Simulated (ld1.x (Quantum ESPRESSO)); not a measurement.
**Configuration tests for Hf (ultrasoft)**

```
Element                 : hafnium
Generator               : ld1.x (Quantum ESPRESSO) 7.5
Type                    : ultrasoft
Functional              : revPBE
Relativity              : fully relativistic
Frozen core             : [Xe] 4f14
Valence charge          : 4
Reference configuration : 5d2 6s2 6p0
Partial waves           : 6s (bound): rcut 2.50, rcutus 2.85 bohr; 6s channel at 2.7 Ry: rcut 2.50, rcutus 2.85 bohr; 6p (bound, empty): rcut 3.30, rcutus 4.40 bohr; 6p channel at 0.25 Ry: rcut 3.30, rcutus 4.40 bohr; 5d (bound): rcut 2.35, rcutus 3.05 bohr; 5d channel at 0.7 Ry: rcut 2.35, rcutus 3.05 bohr
Local potential         : all-electron potential smoothed inside 2.75 bohr (lloc = -1)
Core correction         : Bessel-smoothed model core inside 1.50 bohr
Augmentation charge     : PSQ, inside the norm-conserving radii
```

Open shells are filled in proportion to 2j + 1 (rel_dist='average').

Energies are relative to the spin-unpolarised reference configuration 5d2 6s2 6p0; without spin polarisation the order of configurations can differ from experiment. Not all tests gave a result: test run stopped at test 7 of 7 (negative rho).

| valence configuration | charge | ΔE all-electron (eV) | error AE − PS (meV) |
| --- | --- | --- | --- |
| 5d2 6s0 6p0 | +2 | 21.940 | -35 |
| 5d2 6s1 6p1 | 0 | 3.775 | -2.2 |
| 5d2 6s1.5 6p0 | +0.5 | 3.227 | -0.7 |
| 5d2 6s0 6p2 | 0 | 7.732 | -9.3 |

Task: What are ΔE and the potential's error for 5d1 6s0 6p0?

Result: ΔE = 43.604 eV all-electron; the error (AE − PS) is -258 meV.

Task: What are ΔE and the potential's error for 5d2 6s1 6p0?

Result: ΔE = 7.907 eV all-electron; the error (AE − PS) is -3.8 meV.
